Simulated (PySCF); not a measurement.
[C3H7NSSi]+: g tensor and hyperfine couplings

Species: C3H7NSSi (charge +1 and doublet state).
Structure used (GFN2-xTB), in Å, numbered top down from 1:
```
atom  x, y, z in Å
C1    -2.8146   -0.7684   -0.5341
C2    -1.8307   -0.4212    0.2979
C3    -0.5513    0.0384   -0.1846
N4     0.4076    0.3402    0.5622
Si5    1.9750    0.9296    0.9051
S6     3.2169    0.1044   -0.7324
H7    -3.7617   -1.1211   -0.1592
H8    -2.7128   -0.7176   -1.6072
H9    -1.9442   -0.4736    1.3718
H10   -0.4603    0.0987   -1.2754
H11    2.3934    0.2520    2.1160
H12    2.0117    2.3653    0.7231
H13    4.0667   -0.6262   -0.0152
```

The hyperfine couplings belong to this conformer and change with its torsions.

Identity: `C=C/C=N/[SiH2][SH+]` [radical] (charge +1).

The calculation used UKS B3LYP, pcH-1 on C H N S Si, non-relativistic, mean-field spin-orbit, GIAO (PySCF). The structure is a single GFN2-xTB conformer in the gas phase; no vibrational or solvent corrections. The geometry wasn't refined by DFT: couplings that depend on bond lengths, twists or pyramidal angles can differ widely from those at the functional's own minimum, by a factor of two or more for some ions and for spin on atoms past the first row. Stability of the SCF solution: not tested.

| Item | Value |
| --- | --- |
| g1, g2, g3 | 2.00268, 2.00768, 2.02264 |
| g_iso | 2.01100 |
| Form of g | rhombic: the two nearest values differ by 25 % of g3 − g1 |
| ⟨S²⟩ | 0.7604 (exact 0.7500) |
| Total energy | -860.69539 Eh |
| Basis functions | 240 |

Hyperfine couplings atom by atom, in mT; T1 to T3 are the principal values of the dipolar part; ρ(0) is the spin density at the nucleus (MHz turned into mT with g_iso):

```
atom  isotope  a_iso  of which spin–orbit     T1     T2    T3  Mulliken spin population  ρ(0) (bohr⁻³)
  C1      13C  -0.12                 0.00  -0.22   0.06  0.16                     -0.03        -0.0029
  C2      13C   1.87                 0.00  -0.24  -0.13  0.37                      0.06         0.0469
  C3      13C  -1.31                 0.00  -0.40   0.13  0.27                     -0.08        -0.0328
  N4      14N   0.88                 0.00  -1.12  -0.88  2.01                      0.63         0.0760
 Si5     29Si   1.53                -0.01  -0.20  -0.02  0.22                     -0.05        -0.0488
  S6      33S   0.18                 0.05  -1.29  -1.23  2.52                      0.35         0.0108
  H7       1H   0.27                 0.00  -0.04  -0.01  0.05                      0.00         0.0017
  H8       1H   0.06                 0.00  -0.06  -0.06  0.12                      0.00         0.0004
  H9       1H  -0.07                 0.00  -0.17  -0.05  0.22                      0.00        -0.0005
 H10       1H   6.11                 0.00  -0.17  -0.06  0.23                      0.07         0.0385
 H11       1H   2.22                 0.00  -0.12  -0.04  0.15                      0.03         0.0140
 H12       1H   1.15                 0.00  -0.11  -0.04  0.15                      0.02         0.0073
 H13       1H  -0.56                 0.01  -0.33   0.01  0.32                     -0.01        -0.0036
```

Largest spin populations (Mulliken): N4 (+0.63), S6 (+0.35), C3 (-0.08) and H10 (+0.07). The positive populations add up to 1.17 and the negative ones to -0.17, together 2S = 1.

The SMILES `C=C/C=N/[SiH2][SH+]` draws the unpaired electron on S6, whose computed spin population is only +0.35.

Axes: g3 points within 7° of the S6–H13 bond.

Under fast tumbling the dipolar parts average out, and these isotropic splittings remain (the largest six): 1 × 1H (H10, I = 1/2, 2 lines) with 6.11 mT, 2 × 1H (H11/H12, I = 1/2, 3 lines) with 1.69 mT, 1 × 14N (N4, I = 1, 3 lines) with 0.88 mT, 1 × 1H (H13, I = 1/2, 2 lines) with 0.56 mT, 1 × 1H (H7, I = 1/2, 2 lines) with 0.27 mT and 1 × 1H (H9, I = 1/2, 2 lines) with 0.07 mT.

Class means assume fast exchange of nuclei equivalent by connectivity; if that motion is slow, each nucleus keeps its own coupling. The 1H value of +47.5 MHz is a mean of couplings from 32.4 to 62.5 MHz in this one geometry, not an average over conformers.

The 13C coupling of C2 (52.7 MHz) shows only in satellite lines or after enrichment, since that isotope makes up about 1.07 % of natural carbon.

The 29Si coupling of Si5 (43.1 MHz) shows only in satellite lines or after enrichment, since that isotope makes up about 4.7 % of natural silicon.
